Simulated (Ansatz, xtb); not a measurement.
System: C3H4Cl (charge -1, singlet). It need not be the lowest isomer of its formula. Whether it binds its extra electron was not tested at this geometry. 
Structure (B3LYP-D3(BJ)/def2-TZVP (Ansatz, a first-principles code) minimum search):
```
C
C 1 1.3789
H 2 1.0835 1 120.60
H 2 1.0860 3 116.95 1 -170.71
H 1 1.0917 2 115.69 3 9.29
C 1 1.3963 5 114.07 2 176.48
H 6 1.0841 1 121.35 5 161.52
Cl 6 1.8335 7 107.97 1 138.12
```
Charge -1, spin multiplicity 1.

Harmonic wavenumbers from GFN2-xTB (xtb, at its own minimum), cm⁻¹: 182, 241, 393, 504, 586, 601, 763, 964, 991, 1198, 1247, 1302, 1455, 1623, 2944, 2946, 3020, 3034.

Q: Give the harmonic wavenumbers at B3LYP-D3(BJ)/def2-TZVP (Ansatz, finite differences of forces, unscaled).

A: 145, 247, 397, 459, 506, 624, 747, 962, 991, 1199, 1240, 1275, 1452, 1562, 3063, 3102, 3134, 3175 cm⁻¹. Zero-point energy 34.7 kcal/mol.

Q: From these and the geometry, give the ideal-gas thermochemistry at 298.15 K and 1 atm (rigid rotor, harmonic oscillator).

A: Point group C1, rotational symmetry number 1. Rotational constants 38.83, 2.521, 2.399 GHz. S(trans) 38.88, S(rot) 24.73, S(vib) 7.87, S(elec, spin only) 0.00, S 71.5 cal/(mol K). H(298) - H(0) 3.82 kcal/mol; G - E(el) 17.2 kcal/mol.
